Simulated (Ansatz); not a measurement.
```xyz
19

O    -0.803    2.115   -2.855
Si   -0.448    1.262   -1.528
O     1.177    1.160   -1.263
O    -1.153    2.037   -0.289
O    -1.017   -0.271   -1.671
Sn   -1.676   -1.397   -0.251
Cl   -1.073   -3.548   -0.768
Cl   -3.932   -1.231   -0.002
O    -0.820   -0.907    1.410
Si    0.743   -0.535    1.659
O     1.120   -1.108    3.127
O     1.018    1.071    1.571
O     1.643   -1.189    0.437
H    -0.637    1.714   -3.708
H     1.530    0.264   -1.216
H    -0.702    2.001    0.561
H     1.823   -0.663    3.602
H     1.400    1.360    0.728
H     1.806   -2.134    0.457
```

The species carries charge 0 and has multiplicity 1. Sn takes the def2 core potential.

Problem. List the PBE/def2-TZVPP orbital energies in eV (Ansatz 0.2.0). (Best estimate.)

Solution. The calculation gave: Occupied: -2739.56, -2739.54, -1781.39, -1781.14, -511.01, -510.78, -510.76, -510.73, -510.66, -510.65, -510.50, -510.33, -250.11, -250.10, -190.84, -190.81, -190.63, -190.63, -190.62, -190.61, -138.88, -138.64, -135.06, -95.65, -95.63, -95.61, -95.40, -95.39, -95.36, -91.05, -91.00, -90.98, -27.99, -27.83, -27.63, -27.43, -27.41, -26.33, -25.94, -25.46, -25.30, -25.12, -24.97, -24.50, -23.88, -20.86, -20.48, -14.95, -14.72, -13.85, -13.45, -13.27, -13.17, -12.45, -11.88, -10.77, -10.53, -10.47, -10.19, -9.71, -9.57, -9.32, -9.21, -9.12, -8.96, -8.72, -8.56, -8.53, -8.41, -8.39, -8.31, -8.24, -8.02, -7.95, -7.77, -7.72, -7.55. Lowest empty: -3.49, -0.91, -0.52, -0.21, 0.21, 0.34, 0.43, 0.88.
